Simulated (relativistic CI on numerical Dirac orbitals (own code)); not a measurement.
# One change at a time: Ga XX

Base calculation: Dirac-Coulomb-Breit CI, orbitals from a KLI potential per configuration, QED by a radiative potential, unscaled Slater integrals.

Configuration list (outside the closed core [Ne]): 3s², 3s3p, 3p², 3s3d, 3d², 3p3d, 3p4s, 3d4s, 3s4s, 3s4p, 3s4d, 3s4f, 3s5s, 3s5p, 3s5d, 4s², 3s5f, 3s5g, 3s6s, 3s6p, 3s6d. Levels of other configurations are missing.

The lowest level and the first level of each name with at least 55 % of one term (blank where a level has no safe partner in the second run):

```tsv
Level	Base (cm⁻¹)	Shift (cm⁻¹)
3s² ¹S0	0	0
3s3p ³P°0	309496	+1390
3s3p ³P°1	322344	+1368
3s3p ³P°2	358133	+1281
3s3p ¹P°1	485669	+1343
3p² ³P0	742014	+2811
3p² ¹D2	764672	+2519
3p² ³P1	771030	+2732
3p² ³P2	814016	+2544
3p² ¹S0	914529	+2603
3s3d ³D1	919204	+1370
3s3d ³D2	922239	+1360
3s3d ³D3	927051	+1340
3s3d ¹D2	1037702	+1657
3p3d ³F°2	1250243	+2819
3p3d ³F°3	1274664	+2761
3p3d ¹D°2	1291708	+2748
3p3d ³F°4	1305023	+2681
3p3d ³D°1	1327429	+2795
3p3d ³D°3	1359306	+2706
3p3d ³P°0	1362590	+2708
3p3d ³P°1	1362998	+2706
```

At this charge energies of transitions that change n are usually good to better than 1 %, and those within a shell (Δn = 0) to a few per cent.

Task: One thing was changed in a second run, which moved the levels as shown. Which?
A. P86 correlation estimate
B. QED terms removed
C. configuration mixing switched off
D. Breit term removed

Result: B. QED terms removed. QED shifts follow the density of s (and p1/2) electrons at the nucleus, so configurations move by their count of such electrons; where none moves, the smaller shifts of p3/2 electrons and of j = l + 1/2 against j = l − 1/2 set the pattern.

LS names give the leading component of a level, which can be under half, so a name can repeat, a term be missing and a line seem to break the LS rules.
